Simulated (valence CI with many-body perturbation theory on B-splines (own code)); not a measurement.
**Questions on Er XXXVIII**

Calculated by configuration interaction combined with many-body perturbation theory (CI+MBPT): three valence electrons over a frozen Dirac-Fock core [Ar] 3d10, a basis of 9 s, 9 p, 8 d, 6 f, 3 g, 1 h functions for each j, with the one-electron correlation potential Σ1 (screened to all orders), the two-electron term Σ2, the three-electron term Σ3, Breit, model QED; selected single and double excitations, second order for the rest, scaled by the run's own slope (own B-spline code, finite nucleus).

The last digits are not significant, and no measured levels were compared; by estimate large intervals hold to a few tenths of a per cent, small ones and those within an open d or f shell to about a per cent.

Levels are named by their leading jj configuration (3d3/2^4 stands for four electrons in 3d with j = 3/2), which in mixed levels can hold well under half, so a name can repeat and another be missing.

Rates and lifetimes use the calculated energies. Strong lines usually hold to 10 to 20 %, long lifetimes can be off by a factor of two.

Question: What is the ground level?

Answer: (4s^2 4p1/2) J=1/2, composition 99 % 4s²4p ²P°, g = 0.661.

Question: Where does the other parity begin?

Answer: At (4s 4p1/2^2) J=1/2, 659590 cm⁻¹.

Question: What are the static dipole polarisabilities of the lowest levels?

Answer: (4s^2 4p1/2) J=1/2 0.0512 bohr³, of which the core gives 0.00326.

Question: Among levels below 2912100 cm⁻¹, which E1 lines absorb most strongly from the ground level?

Answer: to (4s^2 4d3/2) J=3/2 at 6.175 nm, f = 0.793; to (4s 4p1/2 4p3/2) J=1/2 at 8.073 nm, f = 0.380; to (4s 4p1/2 4p3/2) J=3/2 at 8.223 nm, f = 0.375.

Question: How well does LS coupling describe the low levels?

Answer: Among the lowest 20 levels the leading LS term, summed over configurations, holds 65 % on average. For single configurations the figures are 63 % in LS and 90 % in jj coupling. Terms mix most in the J = 3/2 level at 2282800 cm⁻¹, where the leading one holds 30 %.

Question: Name the longest-lived excited levels whose lifetime is computed, and their main decay.

Answer: (4s 4p3/2 4d5/2) J=9/2 at 2738800 cm⁻¹ lives 1.03 μs, mostly by M1 to (4s 4p1/2 4d5/2) J=7/2; (4s^2 4p3/2) J=3/2 at 502820 cm⁻¹ lives 857 ns, mostly by M1 to (4s^2 4p1/2) J=1/2.

Question: What is the ionisation energy?

Answer: 1679.6 eV; NIST lists 1678 ± 4 eV (theoretical).
